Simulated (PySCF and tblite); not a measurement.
2 diastereomers of C8H14BrN, numbered alike:

| isomer | SMILES | descriptors (one enantiomer) |
| --- | --- | --- |
| A | [CH3:1][C@H:2]([Br:3])[CH2:4][CH2:5][CH2:6][C@H:7]([CH3:8])[C:9]#[N:10] | 2S, 7S |
| B | [CH3:1][C@@H:2]([Br:3])[CH2:4][CH2:5][CH2:6][C@H:7]([CH3:8])[C:9]#[N:10] | 2R, 7S |

Protocol: conformer search, at most 4 conformers an isomer, GFN2-xTB geometries, energies PBE0/6-31G* (D3(BJ) added where defined), GIAO shieldings PBE0/6-31G*, weights at 298.15 K with GFN2-xTB thermal terms. Programs: PySCF with density fitting and tblite.

Question: What shifts does each isomer give (ppm; of two unlike H on one atom, a is the less shielded)?

Answer: 
A: ¹H (against TMS): 4.22 (H2, 1H), 2.39 (H7, 1H), 1.98 (H4a, 1H), 1.92 (H5a, 1H), 1.92 (H4b, 1H), 1.90 (H5b, 1H), 1.71 (H6a, 1H), 1.67 (H1, 3H), 1.59 (H6b, 1H), 1.34 (H8, 3H). ¹³C (against TMS): 112.2 (C9), 60.4 (C2), 42.8 (C4), 36.6 (C6), 30.2 (C5), 27.7 (C1), 25.4 (C7), 20.2 (C8). ¹⁵N (against NH3): 252.3 (N10).

B: ¹H (against TMS): 4.34 (H2, 1H), 2.52 (H7, 1H), 2.20 (H5a, 1H), 2.00 (H4a, 1H), 1.88 (H5b, 1H), 1.81 (H4b, 1H), 1.66 (H6a, 1H), 1.65 (H1, 3H), 1.62 (H6b, 1H), 1.33 (H8, 3H). ¹³C (against TMS): 111.5 (C9), 60.2 (C2), 41.6 (C4), 35.6 (C6), 27.1 (C1), 27.1 (C5), 24.4 (C7), 19.9 (C8). ¹⁵N (against NH3): 253.1 (N10).

Question: Which carbons tell the isomers apart best?

Answer: C5: 30.2 in A, 27.1 in B ppm.

The conformer set may be incomplete (the search or the number kept was capped). Spin–orbit effects of the heavy atoms on shieldings are missing. At a carbon that bears Br the missing effect is some 10 ppm, beside I tens of ppm. Unscaled ¹⁵N shifts at such levels can be off by tens of ppm; differences between conformers or isomers are more reliable. Shifts are unscaled: against experiment ¹³C can be off by 15 ppm or more and ¹H by 0.8 ppm.


¹⁵N shifts are against a computed isolated NH3 molecule, about 20 ppm from the liquid.